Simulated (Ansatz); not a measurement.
Computed with Ansatz on PBE0-D4/def2-TZVP structures; ΔE is electronic, products minus reactants. CCSD(T)/CBS is the MP2 limit (def2-TZVPP, def2-QZVPP) plus CCSD(T) − MP2 in def2-TZVPP, frozen cores. This one scheme is used for every species. DFT in def2-TZVPP. B3LYP here is the variant with VWN-RPA as its local correlation; programs differ in this. For Se outer-core shells are correlated without core-valence functions, which leaves a few kJ/mol of doubt a bond. Scalar relativity is left out up to krypton.

`C#C[Se][SiH3]` + BH₃ → `BC#C` + `[SiH3][SeH]`  (formal exchange of groups at a C–Se bond)

(1) Is it downhill or uphill in electronic energy at CCSD(T)/CBS, and by how much? (An estimate is asked.)

(2) What do these levels give: r2SCAN0-D4, PBE-QIDH, B3LYP, r2SCANh, RPA@PBE/def2-TZVPP, MP2/CBS(def2)? (Estimate.)

Largest T1 diagnostic among the species: 0.014.

Results:

(1) Ansatz gave: Downhill: ΔE = -1.01 eV.

(2) Ansatz gave: r2SCAN0-D4 -1.08, PBE-QIDH -1.01, B3LYP -1.11, r2SCANh -1.11, RPA@PBE/def2-TZVPP -0.94, MP2/CBS(def2) -0.94 eV.

In def2-TZVPP, CCSD(T) changes the Hartree–Fock value by +0.10 eV (the triples alone add +0.02 eV) and MP2 by +0.17 eV. The D4 term adds +0.07 eV with B3LYP and +0.04 eV with PBE0; it sums over pairs of atoms, weighted by their polarisabilities, and B3LYP, whose exchange is more repulsive, gets the larger term. Leaving LDA and LC-ωPBE aside and taking each functional with its dispersion term where it has one, the values, not all of them listed here, spread over 0.15 eV, from B97M-V to ωB97X-V. LDA lies −0.04 eV from PBE without D4.
